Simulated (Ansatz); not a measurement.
**Molecular dynamics of C$_{2}$H$_{8}$B$_{2}$Si**

The input (input.yaml):

```yaml
crystal:
  periodic: [false, false, false]
  atoms:
    - { symbol: B, position_ang: [0.478374, 2.311946, 0.663555] }
    - { symbol: B, position_ang: [0.016059, 0.837151, 0.879633] }
    - { symbol: C, position_ang: [-0.913815, -0.386734, 1.208401] }
    - { symbol: Si, position_ang: [0.432942, -0.90354, 0.08093] }
    - { symbol: C, position_ang: [0.050546, -1.099612, -1.763186] }
    - { symbol: H, position_ang: [0.257363, 2.904899, -0.36759] }
    - { symbol: H, position_ang: [1.344382, 2.847005, 1.26862] }
    - { symbol: H, position_ang: [-0.726957, -0.842512, 2.207457] }
    - { symbol: H, position_ang: [-1.982927, -0.357047, 1.05879] }
    - { symbol: H, position_ang: [1.455391, -1.708368, 0.788055] }
    - { symbol: H, position_ang: [-0.543597, -2.027571, -1.908222] }
    - { symbol: H, position_ang: [0.97925, -1.138651, -2.337911] }
    - { symbol: H, position_ang: [-0.528833, -0.273534, -2.187282] }
basis:
  gaussian: { orbitals: STO-3G }
hamiltonian:
  xc: r2scanh
  dispersion: d4
md:
  timestep: 0.25
  n_steps: 400
  ensemble: nve
  temperature: 500.0
  initial_velocities: maxwell_boltzmann
  seed: 357320
scf:
  lower_state_search: "off"
```

Run as:

```bash
$ ansatz run input.yaml --threads 1 --pin off --max-ram 2048MiB --backend cpu --events-out ev --progress --plain --runs-dir out
```

It goes on from the last frame of an earlier run, with new velocities.

Output, in part (step lines, the closing report, with atoms numbered from 0):

```
md step     0: t =     0.00 fs  T =   500.0 K  F+E_penalty+E_count = -11295.81263289 eV  E_kin = 0.710930 eV  conserved = -11295.10170290 eV  (13 SCF iters)
md step     1: t =     0.25 fs  T =   496.5 K  F+E_penalty+E_count = -11295.80766800 eV  E_kin = 0.705943 eV  conserved = -11295.10172504 eV  (13 SCF iters)
md step     2: t =     0.50 fs  T =   484.9 K  F+E_penalty+E_count = -11295.79114665 eV  E_kin = 0.689468 eV  conserved = -11295.10167825 eV  (13 SCF iters)
md step     3: t =     0.75 fs  T =   465.7 K  F+E_penalty+E_count = -11295.76379698 eV  E_kin = 0.662229 eV  conserved = -11295.10156839 eV  (13 SCF iters)
md step     4: t =     1.00 fs  T =   440.2 K  F+E_penalty+E_count = -11295.72734895 eV  E_kin = 0.625940 eV  conserved = -11295.10140856 eV  (13 SCF iters)
md step     5: t =     1.25 fs  T =   410.1 K  F+E_penalty+E_count = -11295.68433536 eV  E_kin = 0.583120 eV  conserved = -11295.10121516 eV  (13 SCF iters)
md step     6: t =     1.50 fs  T =   377.5 K  F+E_penalty+E_count = -11295.63781959 eV  E_kin = 0.536810 eV  conserved = -11295.10100929 eV  (13 SCF iters)
md step     7: t =     1.75 fs  T =   344.8 K  F+E_penalty+E_count = -11295.59106600 eV  E_kin = 0.490253 eV  conserved = -11295.10081251 eV  (13 SCF iters)
[... lines left out ...]
md step   397: t =    99.25 fs  T =   329.9 K  F+E_penalty+E_count = -11295.57011642 eV  E_kin = 0.469132 eV  conserved = -11295.10098450 eV  (12 SCF iters)
md step   398: t =    99.50 fs  T =   337.8 K  F+E_penalty+E_count = -11295.58131209 eV  E_kin = 0.480235 eV  conserved = -11295.10107735 eV  (12 SCF iters)
md step   399: t =    99.75 fs  T =   344.6 K  F+E_penalty+E_count = -11295.59106709 eV  E_kin = 0.489914 eV  conserved = -11295.10115346 eV  (12 SCF iters)
md step   400: t =   100.00 fs  T =   349.5 K  F+E_penalty+E_count = -11295.59814754 eV  E_kin = 0.496939 eV  conserved = -11295.10120876 eV  (12 SCF iters)
Total energy: -11295.59815461 eV, -415.1055757505 hartree
Atom 0 at     0.533166     2.366778     0.846089 Å, force     0.251095     0.253421    -1.345857 eV/Å
Atom 1 at     0.004070     0.875387     0.849603 Å, force     0.276352     0.156875     0.144032 eV/Å
Atom 2 at    -0.938422    -0.373031     1.198738 Å, force    -0.103279     1.100972    -0.236182 eV/Å
Atom 3 at     0.439282    -0.852173     0.029095 Å, force    -0.879994     0.579279     0.059490 eV/Å
Atom 4 at     0.036019    -1.316880    -1.791931 Å, force    -0.318869     0.385233     0.188154 eV/Å
Atom 5 at     0.102051     3.142057    -0.013152 Å, force     0.466707    -0.914697     1.252736 eV/Å
Atom 6 at     1.557659     2.712700     1.378941 Å, force    -0.985872    -0.219414    -0.137961 eV/Å
Atom 7 at    -0.906638    -0.707976     2.246892 Å, force    -0.198507     0.030913    -0.334479 eV/Å
Atom 8 at    -1.984028    -0.081126     0.881247 Å, force     1.151318    -0.927851     0.205191 eV/Å
Atom 9 at     1.549388    -1.449174     0.797004 Å, force    -0.593712    -0.046522    -0.748929 eV/Å
Atom 10 at    -0.202059    -2.398913    -1.845760 Å, force     0.809648     0.397808    -0.282856 eV/Å
Atom 11 at     0.858245    -0.982585    -2.471047 Å, force    -0.528084    -0.874564     0.479835 eV/Å
Atom 12 at    -0.889895    -0.834398    -2.185796 Å, force     0.653197     0.078547     0.756826 eV/Å
Dipole moment:    -0.028345    -0.412898    -0.183656 e Å
```

The steps, from the saved trajectory:

| time (fs) | T (K) | potential energy less start (eV) | conserved less start (meV/atom) |
| --- | --- | --- | --- |
| 0.0 | 500 | 0.000 | 0.00 |
| 3.2 | 238 | 0.374 | 0.09 |
| 6.5 | 283 | 0.310 | 0.05 |
| 9.8 | 343 | 0.223 | 0.02 |
| 13.0 | 235 | 0.378 | 0.07 |
| 16.2 | 302 | 0.283 | 0.06 |
| 19.5 | 411 | 0.126 | 0.02 |
| 22.8 | 341 | 0.228 | 0.07 |
| 26.0 | 354 | 0.208 | 0.06 |
| 29.2 | 395 | 0.149 | 0.01 |
| 32.5 | 204 | 0.422 | 0.08 |
| 35.8 | 280 | 0.313 | 0.05 |
| 39.0 | 359 | 0.201 | 0.03 |
| 42.2 | 312 | 0.269 | 0.07 |
| 45.5 | 434 | 0.094 | 0.04 |
| 48.8 | 419 | 0.115 | 0.05 |
| 52.0 | 299 | 0.287 | 0.05 |
| 55.2 | 230 | 0.384 | 0.07 |
| 58.5 | 349 | 0.216 | 0.05 |
| 61.8 | 373 | 0.181 | 0.04 |
| 65.0 | 343 | 0.223 | 0.05 |
| 68.2 | 313 | 0.267 | 0.06 |
| 71.5 | 333 | 0.238 | 0.05 |
| 74.8 | 402 | 0.139 | 0.04 |
| 78.0 | 323 | 0.252 | 0.07 |
| 81.2 | 296 | 0.291 | 0.04 |
| 84.5 | 338 | 0.231 | 0.04 |
| 87.8 | 303 | 0.281 | 0.09 |
| 91.0 | 406 | 0.134 | 0.02 |
| 94.2 | 345 | 0.221 | 0.06 |
| 97.5 | 335 | 0.236 | 0.08 |

The run went to its last step. The conserved energy stayed within 0.1 meV per atom of its start (net change 0.038 meV per atom), so the integration is sound. A run of 0.1 ps of so small a system gives no equilibrium averages. Limits of this set-up: minimal basis.

The same pairs are bonded in the first frame and the last. Pairs count as bonded within 1.25 times the sum of covalent radii (0.12 Å more for H–H).

Last frame:

```xyz
13
Properties=species:S:1:pos:R:3
B 0.533 2.367 0.846
B 0.004 0.875 0.850
C -0.938 -0.373 1.199
Si 0.439 -0.852 0.029
C 0.036 -1.317 -1.792
H 0.102 3.142 -0.013
H 1.558 2.713 1.379
H -0.907 -0.708 2.247
H -1.984 -0.081 0.881
H 1.549 -1.449 0.797
H -0.202 -2.399 -1.846
H 0.858 -0.983 -2.471
H -0.890 -0.834 -2.186
```

The run took 16 min on 1 thread of Intel(R) Xeon(R) Processor @ 2.70GHz, with other jobs on the host, peak memory 0.11 GiB.
